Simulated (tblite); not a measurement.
Species: C₄H₄N₂O₂S.
Bonds: C1–N2 (double), N2–C3, C3–N4 (aromatic), N4–O5 (aromatic), O5–C6 (aromatic), C6–S7, C6–C8 (aromatic), C8–O9, C3–C8 (aromatic). Hydrogens: H10, H11 on C1; H12 on S7; H13 on O9.

Computed with GFN2-xTB (tblite), gas phase: L-BFGS steps from a force-field or distance-geometry start until the largest atomic force falls under 0.01 eV/Å.

Step 17: E = -755.2260 eV
```
atom  x, y, z in Å  |  force x, y, z in eV/Å
C1      2.7456    0.3102    0.1735   -0.006  -0.003   0.002
N2      1.6652    0.1138   -0.4523    0.032   0.023   0.051
C3      0.4622    0.0799    0.2175   -0.004  -0.021  -0.004
N4      0.2627    0.2341    1.5137    0.024   0.011  -0.018
O5     -1.0603    0.1264    1.7350   -0.012  -0.009  -0.004
C6     -1.6953   -0.0989    0.5733   -0.052  -0.010  -0.052
S7     -3.4242   -0.2827    0.5654   -0.038  -0.003   0.006
C8     -0.7765   -0.1414   -0.4496    0.040   0.011   0.025
O9     -1.0134   -0.3448   -1.7635    0.032   0.010   0.054
H10     2.8134    0.4599    1.2515   -0.026  -0.011  -0.087
H11     3.6578    0.3293   -0.4053   -0.014  -0.005   0.001
H12    -3.4780   -0.4680   -0.7532    0.022   0.003   0.005
H13    -0.1635   -0.3175   -2.2235    0.004   0.003   0.021
```

Step 18: E = -755.2265 eV
```
atom  x, y, z in Å  |  force x, y, z in eV/Å
C1      2.7481    0.3102    0.1726   -0.011  -0.003  -0.011
N2      1.6656    0.1144   -0.4492    0.003   0.012   0.037
C3      0.4627    0.0796    0.2206   -0.013  -0.006   0.002
N4      0.2595    0.2345    1.5161    0.023   0.004  -0.003
O5     -1.0642    0.1259    1.7344    0.000  -0.002   0.005
C6     -1.6974   -0.0991    0.5713   -0.033  -0.005  -0.023
S7     -3.4267   -0.2835    0.5635   -0.024   0.000   0.004
C8     -0.7750   -0.1407   -0.4481    0.008   0.000   0.013
O9     -1.0109   -0.3441   -1.7614    0.026   0.005   0.021
H10     2.8208    0.4604    1.2492   -0.023  -0.009  -0.057
H11     3.6564    0.3284   -0.4116    0.003  -0.003   0.003
H12    -3.4824   -0.4686   -0.7549    0.026   0.003   0.003
H13    -0.1608   -0.3169   -2.2203    0.017   0.003   0.008
```

**Question.** Estimate the geometry and energy of step 19. (The exact step hangs on the optimiser's Hessian estimate; all steps are aligned on step 18, rigid shifts and turns removed.)

**Answer.** E = -755.2266 eV, largest force 0.027 eV/Å
```
atom  x, y, z in Å  |  force x, y, z in eV/Å
C1      2.7488    0.3102    0.1722   -0.009  -0.002  -0.019
N2      1.6656    0.1149   -0.4478   -0.014   0.002   0.006
C3      0.4628    0.0794    0.2216   -0.012   0.004   0.010
N4      0.2587    0.2347    1.5168    0.007   0.000   0.008
O5     -1.0654    0.1256    1.7340    0.002   0.001   0.007
C6     -1.6985   -0.0993    0.5703   -0.011  -0.001   0.003
S7     -3.4281   -0.2838    0.5632   -0.012   0.001   0.000
C8     -0.7744   -0.1405   -0.4475   -0.010  -0.005   0.005
O9     -1.0097   -0.3437   -1.7604    0.018   0.001  -0.002
H10     2.8224    0.4604    1.2476   -0.016  -0.004  -0.022
H11     3.6559    0.3280   -0.4134    0.011  -0.002  -0.001
H12    -3.4829   -0.4686   -0.7552    0.022   0.002   0.000
H13    -0.1597   -0.3167   -2.2192    0.024   0.004   0.005
```

The energy changes by -0.0002 eV. The first-order estimate −F·Δx gives -0.0003 eV and the mean of the old and new forces, exact on a quadratic surface, -0.0002 eV. The step makes an angle of 61° with the force vector and moves no atom by more than 0.002 Å.

The cost below is that of the whole relaxation. On one thread of an Intel Xeon at 2.70 GHz, on a shared host, this took 0.37 s wall.
